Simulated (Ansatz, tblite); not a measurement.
Cost and result up the ladder for [Ag(NH3)2]+ (AgN₂H₆⁺) (9 atoms). The state is a singlet with charge 1. Geometry: PBE-D4/def2-TZVP.

Cartesian coordinates in Å:
```
Ag 0.0002 0.0000 0.0001
N 0.3578 -0.8011 -1.9328
H 0.1275 -1.7982 -1.9784
H 1.3401 -0.7052 -2.2071
H -0.2030 -0.3286 -2.6481
N -0.3577 0.8010 1.9328
H -1.3510 0.7633 2.1804
H -0.0676 1.7814 1.9962
H 0.1536 0.2874 2.6568
```

Ansatz on 4 threads of Arm Neoverse V2 on a shared host; xTB runs through tblite on one thread. Times are rough, summed over both states, and most runs start from the orbitals of an earlier one. PBE0-D4/def2-TZVP serves as the yardstick here, not as an exact answer. The other state is a doublet.

In the def2 sets Ag takes a core potential; there is no spin–orbit coupling. The xTB rows come from tblite.

Raw xTB energies of ions are shifted by several eV.

```
              level  functions  wall time  vertical IE (eV)  difference from PBE0-D4/def2-TZVP (eV)
           GFN2-xTB         23    0.004 s             19.00                                    4.15
           GFN1-xTB         29    0.006 s             19.43                                    4.59
   PBE-D4/def2-TZVP        138      2.2 s             14.73                                   -0.11
  PBE0-D4/def2-TZVP        138      2.7 s             14.84                                    0.00
r2SCAN-D4/def2-TZVP        138      4.6 s             14.72                                   -0.12
```
